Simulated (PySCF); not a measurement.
A species of formula C4H12OSSi3 has this rotational fingerprint, computed with PBE0/pcSseg-1 in PySCF (dipole) on a GFN2-xTB geometry, gas phase:

| Quantity | Value |
| --- | --- |
| Rotational constants | A = 1119, B = 629.8, C = 432.2 MHz |
| Dipole components | \|μa\| = 2.02 D, \|μb\| = 1.43 D, \|μc\| = 0.43 D |
| Inertial defect | -84.86 u·Å² |
| κ | -0.42 |

Problem. Which candidate fits, each taken in the one conformer that was computed?
A. `[SiH3:1][SiH2:2][O:3][C@@:4]12[CH2:5][C@@H:6]1[C@H:7]2[S:8][SiH3:9]` with Si1–Si2–O3–C4 -178°, Si2–O3–C4–C5 -28°, C6–C7–S8–Si9 115°
B. `[CH3:1][S@:2](=[O:3])[C:4]1=[CH:5][SiH2:6][C:7]1([SiH3:8])[SiH3:9]` with C1–S2–C4–C5 -47°
C. `[CH:1]#[C:2][SiH2:3][S:4][Si@@H:5]([CH3:6])[CH2:7][O:8][SiH3:9]` with C2–Si3–S4–Si5 -164°, Si3–S4–Si5–C6 -165°, S4–Si5–C7–O8 59°, Si5–C7–O8–Si9 160°

Solution. A. It is [SiH3][SiH2]O[C@@]12C[C@@H]1[C@H]2S[SiH3], an asymmetric top, point group C1. The candidates at the same level (rigid rotor, commonest isotopes):

```csv
SMILES,A (MHz),B (MHz),C (MHz),μa (D),μb (D),μc (D),Δ (u·Å²),point group,rotor
[SiH3][SiH2]O[C@@]12C[C@@H]1[C@H]2S[SiH3],1119,629.8,432.2,2.02,1.43,0.43,-84.86,C1,asymmetric top
C[S@](=O)C1=C[SiH2]C1([SiH3])[SiH3],1107,782.8,668.0,0.81,3.81,0.75,-345.58,C1,asymmetric top
C#C[SiH2]S[Si@@H](C)CO[SiH3],877.2,595.1,365.6,2.43,0.58,0.26,-42.92,C1,asymmetric top
```

`C#C[SiH2]S[Si@@H](C)CO[SiH3]` has A 22 % too low; `C[S@](=O)C1=C[SiH2]C1([SiH3])[SiH3]` has C 55 % too high. No structure here is proved a minimum.
